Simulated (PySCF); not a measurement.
ZrF3Cl, SMILES [F][Zr]([F])([F])[Cl], multiplicity 1.

Geometry: r2SCAN-D4/def2-SVP. The spin state was assumed, not searched. The structure was generated by enumeration; whether it is a known compound was not checked. The def2 effective core potentials stand for the cores of Zr; spin–orbit coupling is left out.

Two levels are set side by side: TDDFT-PBE/def2-SVPD (PySCF) and TDDFT-M06-2X/def2-SVPD (PySCF). Vertical, same geometry. The lowest singlet is HOMO−1→LUMO+1 50 %, HOMO→LUMO 50 % with PBE and HOMO→LUMO 48 %, HOMO−1→LUMO+1 48 % with the other functional; states are paired by order. Differences are taken from unrounded values.

```tsv
quantity	TDDFT-M06-2X
lowest singlet excitation (eV)	6.80
lowest triplet excitation (TDA) (eV)	6.45
first bright state (f over 0.05) (eV)	7.57
its oscillator strength	0.06
```

**Question.** What does TDDFT-PBE give, and how far is it from TDDFT-M06-2X? (An estimate is asked for; the answer gives what the named calculation found.)

**Answer.** 
```
quantity                               TDDFT-PBE  TDDFT-PBE minus TDDFT-M06-2X
-------------------------------------  ---------  ----------------------------
lowest singlet excitation (eV)              5.79                         -1.00
lowest triplet excitation (TDA) (eV)        5.53                         -0.93
first bright state (f over 0.05) (eV)       6.34                         -1.23
its oscillator strength                     0.06                          0.00
```

A lower first singlet is the usual sign of a functional without exact exchange. Differences between two approximate levels are no errors against the true value.

Rough cost on one machine, each run with all the roots and properties that it gave: TDDFT-M06-2X against TDDFT-PBE about 10 times.
